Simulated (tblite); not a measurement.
Species: C5H13BGe.
Cartesian coordinates in Å at the GFN2-xTB level; atoms count from 1:
```
atom  x, y, z in Å
C1    -2.0980    1.4252   -0.1855
B2    -1.1234    0.1851   -0.1444
C3    -1.6945   -1.2793   -0.2798
C4     0.4273    0.4352    0.0216
C5     1.1104    0.3849   -1.3794
Ge6    2.7404   -0.3662   -0.5259
C7     1.2784   -0.6001    0.7975
H8    -2.3998    1.6549    0.8377
H9    -3.0141    1.2536   -0.7461
H10   -1.6283    2.3279   -0.5709
H11   -0.9843   -1.9898   -0.6995
H12   -2.6073   -1.3318   -0.8694
H13   -1.9494   -1.6494    0.7144
H14    0.6413    1.4213    0.4460
H15    1.1250    1.3397   -1.8996
H16    0.6229   -0.3432   -2.0269
H17    3.4647   -1.5504   -1.1448
H18    3.8134    0.6394   -0.1713
H19    1.4250   -0.3495    1.8463
H20    0.8448   -1.5969    0.7476
```

Method: GFN2-xTB as coded in tblite; computed harmonic values from a numerical Hessian at the method's own geometry, unscaled. The method is semi-empirical: single wavenumbers can be off by several per cent or more. Modes of hydrogen on germanium can be 10 to 20 % off. One conformer, not necessarily the lowest. The optimisation stopped once no atom felt more than 0.01 eV/Å.

Lowest wavenumbers of the output (negative numbers stand for imaginary wavenumbers):
```
mode    cm-1
  1     -42.0
  2      48.9
  3      59.1
  4      92.4
  5     149.8
  6     219.8
  7     251.5
  8     341.4
  9     385.0
 10     395.4
 11     451.1
 12     465.3
 13     557.3
 14     597.4
 15     613.3
```

Problem. Is this structure a minimum?

Solution. Not by this Hessian. 1 mode is imaginary beyond 20i (42i cm⁻¹), so at this level the point lies at or near a first-order saddle. The curvature is small, so loose convergence or finite differences may be the whole cause.

Problem. Which atoms move in the imaginary mode?

Solution. 42i: H9 (methyl hydrogen) 23 %, H8 (methyl hydrogen) 18 %, C1 (sp3 carbon bound to boron) 11 %. These are shares of the mass-weighted motion.

Problem. What is the remedy?

Solution. Step along that mode in both directions, optimise again with tighter thresholds and repeat the frequencies. The zero-point energy of this point (101.0 kcal/mol) counts the 53 real modes alone, and thermal corrections from it aren't those of a minimum.

On one thread of an Intel Xeon at 2.50 GHz, on a shared host, this took 2.6 s wall, 2.2 s CPU. The figure is for the frequency step alone.
